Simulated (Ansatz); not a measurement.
Relaxation of Cl₂H₄HfO₃ (10 atoms, charge 0, multiplicity 1), to a largest force component of 0.03 eV/Å in at most 50 steps.

These are results of RKS PBE0/def2-SVP (Ansatz), not measurements.

```xyz
10
Properties=species:S:1:pos:R:3
Hf -0.046 0.549 -0.432
O 0.650 -0.380 2.613
H -0.206 -0.590 3.009
O 1.631 -0.291 -0.708
H 2.418 -0.837 -0.727
Cl -0.633 1.434 -2.537
O -1.433 -0.691 -0.009
H -1.850 -1.542 0.139
Cl 0.056 2.464 1.153
H 0.734 0.588 2.772
```

Question: Where does it end, and by what steps?

Answer: It converged. After 14 steps the energy has fallen by 0.492 eV; H3 moved furthest, 0.67 Å. Joined: Hf1–O2 (3.26 → 2.35 Å).

```csv
step,energy less start (eV),largest force component (eV/Å),accepted
0,0.0000,0.948,yes
1,-0.0961,0.759,yes
2,-0.2581,0.924,yes
3,-0.3449,1.417,yes
4,-0.3394,1.571,no
5,-0.4176,0.725,yes
6,-0.4450,0.466,yes
7,-0.4550,0.732,yes
8,-0.4727,0.384,yes
9,-0.4830,0.072,yes
10,-0.4879,0.192,yes
11,-0.4872,0.356,no
12,-0.4913,0.047,yes
13,-0.4907,0.090,no
14,-0.4916,0.009,yes
```

```xyz
10
Properties=species:S:1:pos:R:3
Hf 0.117 0.468 -0.045
O 0.515 -0.180 2.181
H -0.266 -0.728 2.361
O 1.793 -0.281 -0.558
H 2.556 -0.795 -0.816
Cl -0.847 1.082 -2.131
O -1.280 -0.820 0.473
H -1.986 -1.218 -0.043
Cl 0.215 2.614 1.051
H 0.504 0.563 2.801
```

Whether the end is a true minimum wasn't checked by a vibrational analysis.

The run took 51 s on 4 threads of Arm Neoverse V1 (shared host), peak memory 0.35 GiB.
